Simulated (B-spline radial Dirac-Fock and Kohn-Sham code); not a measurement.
ΔSCF core binding energies without Breit or QED terms, calculated with a radial atomic solver.

A sound run for bismuth as Bi²⁺ in the configuration [Xe] 4f14 5d10 6s2 6p1: The ground state converged in 10 iterations, with total energy -21564.85406 Ha, virial ratio 1.85648 and highest orbital energy -22.42 eV. ΔSCF binding energies: K (1s) 91063.9 eV, L3 (2p3/2) 13486.4 eV, M5 (3d5/2) 2611.5 eV.

A second run, with one unsound setting: The ground state converged in 9 iterations, with total energy -21552.08413 Ha, virial ratio 1.85401 and highest orbital energy 92.78 eV. ΔSCF binding energies: K (1s) 91009.6 eV, L3 (2p3/2) 13434.0 eV, M5 (3d5/2) 2561.4 eV.

```
iter   energy (Ha)        error
   1   -21549.47500929  2.26e+00
   2   -21551.07442256  2.90e-01
   3   -21552.07214365  3.79e-02
   4   -21552.08347961  1.62e-02
   5   -21552.08404853  1.98e-03
   6   -21552.08410404  1.58e-03
   7   -21552.08412803  5.14e-05
   8   -21552.08412808  1.41e-05
   9   -21552.08412808  3.98e-07
```

Q: Which fault fits the second run best?
A. box too small
B. unbound anion
C. tolerance below the noise
D. functional not served

A: A. The input had rmax = 2.0: rmax squeezes the outer orbitals.
